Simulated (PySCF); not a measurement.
**How methods differ on the ionisation energy of In⁺**

In⁺ [Kr] 4d10 5s2 (1S) → In²⁺ [Kr] 4d10 5s1 (2S), as a difference of total energies. All numbers are calculated (PySCF 2.14, a scalar-relativistic core potential, in cc-pVTZ-PP with ECP28MDF (5s4p3d1f, 39 functions)). Correlated levels: valence: 4s2 4p6 4d10 frozen. The calculations carry no spin-orbit coupling.

```json
{"method": "UHF", "ionisation energy (eV)": "17.012", "error (eV)": "-1.858"}
{"method": "MN15", "ionisation energy (eV)": "18.955", "error (eV)": "+0.085"}
{"method": "TPSS", "ionisation energy (eV)": "18.773", "error (eV)": "-0.097"}
{"method": "MP2 (valence)", "ionisation energy (eV)": "17.645", "error (eV)": "-1.225"}
{"method": "SCS-MP2 (valence)", "ionisation energy (eV)": "17.771", "error (eV)": "-1.099"}
{"method": "CCSD (valence)", "ionisation energy (eV)": "17.901", "error (eV)": "-0.969"}
```

Reference: 18.870 eV (measured; NIST Atomic Spectra Database, ionization energies).

Errors of the correlated levels include the incompleteness of this basis and the frozen core.

With two correlated electrons CCSD is exact in that space.
